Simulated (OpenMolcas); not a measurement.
An OpenMolcas run meant for Cu I (ANO-RCC-VDZP, X2C; inactive shells 1s 2s 2p 3s 3p; intended active space 11 electrons in 6 orbitals (3d 4s)). One step of its input:

```
&CASPT2
Multistate=6 1 2 3 4 5 6
Frozen=2 3
IPEA=0.25
Shift=1.5
MaxIter=60
WThr=0.0 0.3 0.05
PrWF=0.5
NoMix
```

The run finished. Its levels beside those of a sound run (SS-CASPT2, IPEA 0.25 Eh, imaginary shift 0.1 Eh (closed shells correlated: 3s 3p)), in cm-1 above each run's lowest level:

```json
{"Level": "3d10 4s 2S 1/2", "This run": "0.0", "Usual run": "0.0"}
{"Level": "3d9 4s2 2D 5/2", "This run": "12082", "Usual run": "14791"}
{"Level": "3d9 4s2 2D 3/2", "This run": "14110", "Usual run": "16818"}
```

Which setting is unsound, and how much does it matter here?

The level shift is far above the usual 0.1 to 0.3 hartree and damps the second-order energy. Against the sound run the excited levels shown move by 2700 cm-1 on average and by 2700 cm-1 at most.

Over all roots computed the reference weight is 0.85 to 0.90 in the sound run; the roots of lowest weight are the least certain, and an intruder state may touch them. A single d shell beside an s shell can misplace configurations of different d count against each other. Only configurations of the active space appear.
